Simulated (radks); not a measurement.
P8+, 7 electrons, occupied as [He] 2s2 2p3 (the NIST ground configuration).

All-electron calculation, non-relativistic Kohn-Sham, PBE, spin-polarised, spherical densities, point nucleus; open shells are filled with parallel spins first. Program: a radial shooting solver on a logarithmic mesh with Libxc functionals.

Energy parts (eV):
part                      energy
total                  -8311.479
kinetic                 8306.064
electron-nucleus      -18112.932
Hartree                 1957.182
exchange-correlation    -461.793

Orbitals (lengths in bohr, moments of r in powers of bohr; r(max) is where P^2 peaks; r(90%) holds 90 % of the orbital's charge):
| orbital | occ. | eigenvalue (eV) | r(90%) | r(max) | <r^2> |
|---|---|---|---|---|---|
| 1s up | 1 | -2344.769 | 0.185 | 0.06803 | 0.01449 |
| 1s down | 1 | -2337.602 | 0.185 | 0.06793 | 0.01440 |
| 2s up | 1 | -388.0824 | 0.734 | 0.3987 | 0.2660 |
| 2s down | 1 | -373.6451 | 0.747 | 0.4023 | 0.2742 |
| 2p up | 3 | -347.6396 | 0.690 | 0.3267 | 0.2186 |
| 2p down | 0 | -331.2943 | 0.706 | 0.3313 | 0.2281 |
| 3s up | 0 | -138.6492 | 1.77 | 1.138 | 1.685 |
| 3s down | 0 | -135.1376 | 1.80 | 1.157 | 1.744 |
| 3p up | 0 | -126.9378 | 1.79 | 1.124 | 1.688 |

The highest occupied level is 2p up at -347.64 eV. For comparison, the ionisation energy in NIST's Atomic Spectra Database is 372.3 eV (semi-empirical). In exact Kohn-Sham theory the highest level is minus the ionisation energy, but local and semilocal functionals leave it too shallow, through self-interaction and a potential that decays too fast; potentials with the right tail come closer. Summed over all electrons, <r^2> = 1.225 bohr^2, which gives a Langevin (diamagnetic) susceptibility term of -0.97 x 10^-6 cm^3/mol. Spin moment in Bohr magnetons: 3. The density falls to 0.001 e/bohr^3 at r = 1.40 bohr. The electron density at the nucleus is 2214 e/bohr^3.
